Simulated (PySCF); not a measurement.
TDDFT excited states: C4H10Si

Compound: C4H10Si.
SMILES: `CC[C@H]1C[SiH2]1`

Computed, not measured: TDDFT PBE0/def2-SVPD, vertical, gas phase, core orbitals frozen in the response in PySCF. One conformer (not necessarily the lowest) at the GFN2-xTB geometry, without solvent, vibrations or thermal averaging. Torsions of this conformer, `[CH3:1][CH2:2][C@H:3]1[CH2:4][SiH2:5]1`: C1–C2–C3–C4 77°.

| state | E (eV) | λ (nm) | ν̃ (cm⁻¹) | f | \|μ\| (D) | main configurations (H = HOMO, L = LUMO) |
| --- | --- | --- | --- | --- | --- | --- |
| S1 | 6.10 | 203.3 | 49190 | 0.213 | 3.03 | H→L (93%) |
| S2 | 6.15 | 201.6 | 49610 | 0.0026 | 0.33 | H→L+1 (91%) |
| S3 | 6.59 | 188.2 | 53130 | 0.035 | 1.18 | H→L+2 (94%) |
| S4 | 6.74 | 184.1 | 54320 | 0.020 | 0.88 | H→L+3 (70%), H→L+4 (11%), H-1→L (10%) |
| S5 | 6.93 | 179.0 | 55870 | 0.013 | 0.70 | H→L+4 (75%) |
| S6 | 7.12 | 174.0 | 57460 | 0.018 | 0.82 | H-1→L (80%), H→L+3 (14%) |
| S7 | 7.38 | 168.1 | 59500 | 0.0090 | 0.57 | H→L+5 (58%), H→L+7 (23%), H→L+6 (8%) |
| S8 | 7.55 | 164.2 | 60890 | 0.0026 | 0.30 | H→L+6 (39%), H-1→L+1 (38%), H→L+7 (18%) |

Triplets (Tamm–Dancoff): T1 4.67 eV, H→L (94%); T2 5.98 eV, H→L+1 (80%), H→L+3 (13%); T3 6.04 eV, H→L+2 (52%), H-1→L (20%).

The lowest singlet comes at 203 nm (588 kJ/mol) in the ultraviolet; it is strong; its leading configuration is HOMO→LUMO (93%). The lowest level is also the most intense of those listed (f = 0.213). Löwdin shares by element: HOMO carbon 51% or more, silicon 30% (atoms not listed hold the other 19%); LUMO silicon 38%, hydrogen 23% or more, carbon 13% or more (atoms not listed hold the other 26%). Of the 8 states listed, 5 reach f = 0.01 and none stays under 0.0005. Orbital energies (eV): HOMO-3 -9.69, HOMO-2 -9.38, HOMO-1 -8.07, HOMO -6.61, LUMO 0.28, LUMO+1 0.79, LUMO+2 1.06. Weighted by f, the mean energy of these states is 6.34 eV. Singlets were solved by full linear response, triplets in the Tamm–Dancoff approximation.

The run took 22 s of wall time on Arm Neoverse V2, one thread, no GPU (shared host), and the process peaked at 0.73 GiB of memory.
